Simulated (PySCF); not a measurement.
PrH3(H2O) at several levels of theory

Computed with PySCF 2.14.0 (density fitting, no spin-orbit coupling) at the geometry relaxed with PBE0:

```xyz
7
PrH3(H2O) (singlet in the valence; each metal's 4f electrons, 2 of them, lie in its core potential, out of spins and levels)
Pr    0.0377    0.0879    0.2694
H     1.4583    1.2045    1.3349
H    -0.9069   -1.4554    1.3260
H     0.4234   -0.2464   -1.8516
O    -1.3196    1.2959   -1.3632
H    -1.4017    2.1678   -1.7665
H    -0.6895    0.7389   -1.9489
```

```csv
level,basis,state,HOMO (eV),gap (eV),charge on Pr1 (e),population of f-type functions on Pr1 (polarisation alone where 4f lies in the core),dipole about the centre of mass (D),largest force component (eV/Å)
PBE0,"Pr lcecp-1-SVP with ECP48, H def2-SVP, O def2-SVP",singlet,-6.45,5.11,0.74,0.04,3.88,0.02
M06-L,the same,singlet,-5.55,4.18,1.00,0.03,3.85,0.13
PBE0,"Pr lcecp-1-TZVP with ECP48, H def2-TZVP, O def2-TZVP",singlet,-6.49,5.12,0.93,0.05,3.74,0.21
```

In the lcecp rows the 4f levels are missing from HOMO and gap, and the state counts the valence alone.

Charges are Mulliken's, which hang on the basis. The relaxation used the grid (50, 194), these runs (75, 302) or, all-electron (x2c bases, spin-free X2C Hamiltonian), (99, 590).

(1) What does wB97X with Pr lcecp-1-SVP with ECP48, H def2-SVP, O def2-SVP give here?

An lcecp potential fixes the number of 4f electrons, so in runs with it no electron can move into or out of that shell.

Answers

(1) state singlet, HOMO (eV) -8.86, gap (eV) 9.42, charge on Pr1 (e) 0.76, population of f-type functions on Pr1 (polarisation alone where 4f lies in the core) 0.04, dipole about the centre of mass (D) 4.08, largest force component (eV/Å) 0.16. Time: 3.5 s on 2 threads of Arm Neoverse V2 (shared host), from an already converged density.
